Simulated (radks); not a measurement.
Neutral europium: order these configurations by energy. Method: Dirac Kohn-Sham, PBE, spin-unpolarised, spherical densities, finite nucleus; Fermi nuclear charge, rms radius of each element as measured or else 0.836 A^(1/3) + 0.57 fm; computed with a radial shooting solver on a logarithmic mesh with Libxc functionals. Sub-shells are occupied by j as written (lower j first in brackets). [Xe] 4f(5/2: 5, 7/2: 1) 5d(3/2: 1, 5/2: 0) 6s2; [Xe] 4f(5/2: 5, 7/2: 1) 6s2 6p(1/2: 1, 3/2: 0); [Xe] 4f(5/2: 6, 7/2: 0) 5d(3/2: 1, 5/2: 0) 6s2; [Xe] 4f(5/2: 6, 7/2: 0) 6s2 6p(1/2: 1, 3/2: 0); [Xe] 4f(5/2: 6, 7/2: 1) 6s2.

Answer. From the lowest, in eV above it: [Xe] 4f(5/2: 6, 7/2: 1) 6s2 0.000; [Xe] 4f(5/2: 6, 7/2: 0) 5d(3/2: 1, 5/2: 0) 6s2 2.730; [Xe] 4f(5/2: 5, 7/2: 1) 5d(3/2: 1, 5/2: 0) 6s2 3.399; [Xe] 4f(5/2: 6, 7/2: 0) 6s2 6p(1/2: 1, 3/2: 0) 4.575; [Xe] 4f(5/2: 5, 7/2: 1) 6s2 6p(1/2: 1, 3/2: 0) 5.246.
